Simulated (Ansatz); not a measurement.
Computed with Ansatz on PBE0-D4/def2-TZVP structures; ΔE is electronic, products minus reactants. CCSD(T)/CBS is the MP2 limit (def2-TZVPP, def2-QZVPP) plus CCSD(T) − MP2 in def2-TZVPP, frozen cores. DFT in def2-TZVPP. B3LYP here is the variant with VWN-RPA as its local correlation; programs differ in this. One conformer a species, not always the lowest.

`COC(O)[SiH3]` → `OCCO[SiH3]`  (isomerisation)

```json
{"level": "B3LYP-D4", "ΔE (kJ/mol)": "-135.3"}
{"level": "B2PLYP", "ΔE (kJ/mol)": "-140.6"}
{"level": "PBE", "ΔE (kJ/mol)": "-123.5"}
{"level": "r2SCAN", "ΔE (kJ/mol)": "-134.9"}
{"level": "PBE0", "ΔE (kJ/mol)": "-132.3"}
{"level": "SCS-MP2/def2-TZVPP", "ΔE (kJ/mol)": "-146.2"}
{"level": "MP2/def2-QZVPP", "ΔE (kJ/mol)": "-147.6"}
{"level": "MP2/CBS(def2)", "ΔE (kJ/mol)": "-148.0"}
```

Question: What does CCSD(T)/CBS give? (An estimate is asked.)

Answer: Ansatz gave: -141.8 kJ/mol. The listed levels differ from it by 6.5, 1.2, 18.3, 6.9, 9.5, -4.4, -5.8, -6.2 kJ/mol.

Largest T1 diagnostic among the species: 0.012.

In def2-TZVPP, CCSD(T) changes the Hartree–Fock value by +15.0 kJ/mol (the triples alone add +3.4 kJ/mol) and MP2 by +8.7 kJ/mol. From PBE to PBE0 (25 % exact exchange), in def2-TZVPP and without D4, ΔE moves by −8.9 kJ/mol.

CCSD(T)/CBS has its own doubt, a few kJ/mol and more with outer-core shells, so smaller differences from it don't rank the levels.
